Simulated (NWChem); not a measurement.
System: SiNH$_{3}$OClF; SMILES Cl[Si](O)(N)F

```xyz
8

N     -0.9996    -1.1859     1.0049
Si     0.0382    -0.3157    -0.0236
O      1.6140    -0.6061     0.3191
F     -0.3540    -0.7790    -1.5183
Cl    -0.1407     1.7243     0.0128
H     -0.9409    -1.0630     2.0095
H     -1.9551    -1.3571     0.7109
H      1.8417    -1.5340     0.4384
```
Atoms are numbered in this order, from 1.

All runs: NWChem. Geometry optimised at PBE0/def2-SVP; all other runs use it. 

```
quantity                                                          level  value
--------------------------------------------------  -------------------  -----
dipole in solution (D) in n-hexane                   PBE0/def2-SVP, SMD   3.65
anisotropy (bohr³), static                               PBE0/def2-SVPD   10.9
vertical, lowest state with f > 0.02, singlet (eV)  PBE0/def2-SVPD, TDA   6.94
−ε(HOMO) (eV)                                              PBE/def2-SVP   6.45
dipole (D)                                                PBE0/def2-SVP   3.36
highest harmonic frequency (cm⁻¹)                         PBE0/def2-SVP   3921
```
